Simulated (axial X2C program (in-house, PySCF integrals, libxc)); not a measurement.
# Spin–orbit effects down a group: molecules with I, PBE0

All values come from calculations with an in-house relativistic program for diatomic molecules, spin-free (one-electron X2C) or two-component (2c: spin–orbit coupling with atomic mean-field Coulomb and Gaunt terms, which also bring small scalar terms), in Dyall basis sets with cores contracted in-house; open shells are unrestricted.

Basis sets: Br dyall-cv3z, Cl dyall-av3z, F dyall-v3z, I dyall-cv3z, I dyall-v3z.

```csv
molecule,spin-free state,Re (Å),ωe (cm⁻¹),De (eV),2c state,Re 2c (Å),ωe 2c (cm⁻¹),De 2c (eV)
IF,"M_S = 0, Λ = 0",1.916,636.1,2.83,Ω = 0,1.926,617.2,2.64
ICl,"M_S = 0, Λ = 0",2.317,400.8,2.40,Ω = 0,2.328,388.8,2.19
IBr,"M_S = 0, Λ = 0",2.462,281.1,2.19,Ω = 0,2.474,272.7,1.87
```

Each entry is the lowest single determinant of a limited PBE0 search at one distance. De goes to single-determinant-based atoms at the same level (for ions the charge split of lowest energy) and is withheld (n/a) where an atom does not fit its ground term or J level. Main or longest-lived isotopes. Some light 2c atoms are not at their ground J level, so De misses part of their lowering (0.04 eV or less). The functionals have no current term, which raises determinants with orbital currents.
